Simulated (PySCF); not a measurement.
## Electron correlation in Be (beryllium, neutral)

[He] 2s1 3d1, high-spin 3D determinant (an excited configuration). Computed with PySCF 2.14 in dyall-av3z, with scalar relativity by spin-free X2C-1e. Frozen: 1s2; 2 electrons correlated; the 10 highest virtual orbitals of each spin left out.

With two correlated electrons CCSD is exact within the correlated space (frozen core and kept virtual orbitals).

```tsv
level	correlation energy (mhartree)
CCSD	-8.34
```

Diagnostics: T1 = 0.0046, D1 = 0.0065, largest double amplitude 0.101.

The outer electron is Rydberg-like, and this basis confines it to a smaller radius and binds it less than a complete one would.

Cost of the coupled-cluster step: about 4 core-seconds, for 2 correlated electrons.

Iterations:

```
CC2 = 0
CCSD nocc = (np.int64(2), np.int64(0)), nmo = (65, 65)
frozen orbitals [[0, 66, 67, 68, 69, 70, 71, 72, 73, 74, 75], [0, 66, 67, 68, 69, 70, 71, 72, 73, 74, 75]]
max_cycle = 100
direct = 0
conv_tol = 1e-08
conv_tol_normt = 1e-06
diis_space = 8
diis_start_cycle = 0
Init t2, MP2 energy = -0.0037059421228287
Init E_corr(UCCSD) = -0.00370594212286624
cycle = 1  E_corr(UCCSD) = -0.00546274763644595  dE = -0.00175680551  norm(t1,t2) = 0.037263
cycle = 2  E_corr(UCCSD) = -0.00641331035843238  dE = -0.000950562722  norm(t1,t2) = 0.0241379
cycle = 3  E_corr(UCCSD) = -0.00797137887755278  dE = -0.00155806852  norm(t1,t2) = 0.0173413
cycle = 4  E_corr(UCCSD) = -0.0082748566953848  dE = -0.000303477818  norm(t1,t2) = 0.00773858
cycle = 5  E_corr(UCCSD) = -0.00836205620484497  dE = -8.71995095e-05  norm(t1,t2) = 0.00183042
cycle = 6  E_corr(UCCSD) = -0.00830400532942155  dE = 5.80508754e-05  norm(t1,t2) = 0.00083462
cycle = 7  E_corr(UCCSD) = -0.00831307818780962  dE = -9.07285839e-06  norm(t1,t2) = 0.000709129
cycle = 8  E_corr(UCCSD) = -0.00835696909856671  dE = -4.38909108e-05  norm(t1,t2) = 0.00070187
cycle = 9  E_corr(UCCSD) = -0.0083522745525168  dE = 4.69454605e-06  norm(t1,t2) = 0.000190356
cycle = 10  E_corr(UCCSD) = -0.00834076272236391  dE = 1.15118302e-05  norm(t1,t2) = 0.000144209
cycle = 11  E_corr(UCCSD) = -0.00834116061203871  dE = -3.97889675e-07  norm(t1,t2) = 1.58486e-05
cycle = 12  E_corr(UCCSD) = -0.00834116882210379  dE = -8.21006508e-09  norm(t1,t2) = 1.66862e-05
cycle = 13  E_corr(UCCSD) = -0.00834122260983928  dE = -5.37877355e-08  norm(t1,t2) = 1.93896e-05
cycle = 14  E_corr(UCCSD) = -0.00834123629480238  dE = -1.36849631e-08  norm(t1,t2) = 1.27071e-05
cycle = 15  E_corr(UCCSD) = -0.00834123753042392  dE = -1.23562154e-09  norm(t1,t2) = 6.27418e-06
cycle = 16  E_corr(UCCSD) = -0.0083412402572296  dE = -2.72680568e-09  norm(t1,t2) = 3.72687e-06
cycle = 17  E_corr(UCCSD) = -0.0083412478706857  dE = -7.6134561e-09  norm(t1,t2) = 3.67187e-06
cycle = 18  E_corr(UCCSD) = -0.0083412606354781  dE = -1.27647924e-08  norm(t1,t2) = 3.96431e-06
cycle = 19  E_corr(UCCSD) = -0.00834124350169539  dE = 1.71337827e-08  norm(t1,t2) = 3.94856e-06
cycle = 20  E_corr(UCCSD) = -0.00834124758154778  dE = -4.07985238e-09  norm(t1,t2) = 3.12506e-06
cycle = 21  E_corr(UCCSD) = -0.00834125916465473  dE = -1.1583107e-08  norm(t1,t2) = 2.0823e-06
cycle = 22  E_corr(UCCSD) = -0.00834125509357061  dE = 4.07108412e-09  norm(t1,t2) = 5.78239e-07
UCCSD converged
E(UCCSD) = -14.30112411201195  E_corr = -0.008341255093570607
```
